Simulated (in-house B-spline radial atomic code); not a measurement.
RPA and G0W0 on Hartree-Fock: Ne VII (Ne6+)

Configuration [He] 2s2, mean-field start Hartree-Fock. Computed with a B-spline radial code for spherical atoms: all electrons, non-relativistic, point nucleus, each spin shell either full or empty, empty states to l = 9 with an (l + 1/2)⁻⁴ tail; G0W0 by contour deformation at full frequency.

Command:
```bash
python run_gw.py task.json out
```
Settings (radii: box in bohr, nucleus in fm):
```
Z                        10
electrons                4
configuration            [He] 2s2
hamiltonian              nr
method                   hf
lmax                     9
spin_polarised           False
box_radius               9.29
intervals                45
ion_configuration        [He] 2s1
```

Cost of the run: 0.8 s on 1 thread of Arm Neoverse V2, with other jobs on the host.

Energies (hartree):

```csv
term,value
mean-field total,-110.11101
Hartree-Fock functional on these orbitals,-110.11101
direct second order,-0.25097
second-order exchange,0.12235
SOSEX correction,0.10645
```

(1) What is the RPA correlation energy, and what remains with SOSEX?

Quasi-particle levels (eV):

| level | occupied | mean field | Σx - vxc | Σc | QP weight | G0W0 |
| --- | --- | --- | --- | --- | --- | --- |
| 2s | yes | -203.83 | 0.00 | ? | ? | ? |
| 1s | yes | -1103.14 | 0.00 | 3.78 | 0.979 | -1099.37 |
| 2p | no | -157.21 | 0.00 | -1.46 | 0.984 | -158.66 |

G0W0 = mean field + (Σx - vxc) + Σc, with Σc (partial-wave tail included) taken at the quasi-particle energy.

(2) Where does G0W0 put 2s?

(3) What does it cost to remove one electron (to [He] 2s1) by differences of total energies, each species on its own start (correlation terms add to the Hartree-Fock functional)?

Answers

(1) RPA gives -0.21841 hartree (-1.49 eV per electron); RPA + SOSEX gives -0.11196, and the second-order doubles (MP2) -0.12863 hartree. SOSEX takes back 49 % of the RPA value.

(2) At -206.40 eV, with Σc = -2.56 eV and a quasi-particle weight of 0.976. The tabulated removal energy is 207.271 ± 0.012 eV (NIST, measured).

(3) Hartree-Fock functional 203.53 eV, + RPA 205.99 eV, + RPA + SOSEX 205.27 eV, + second order 205.68 eV. Tabulated: 207.271 ± 0.012 eV (NIST, measured).
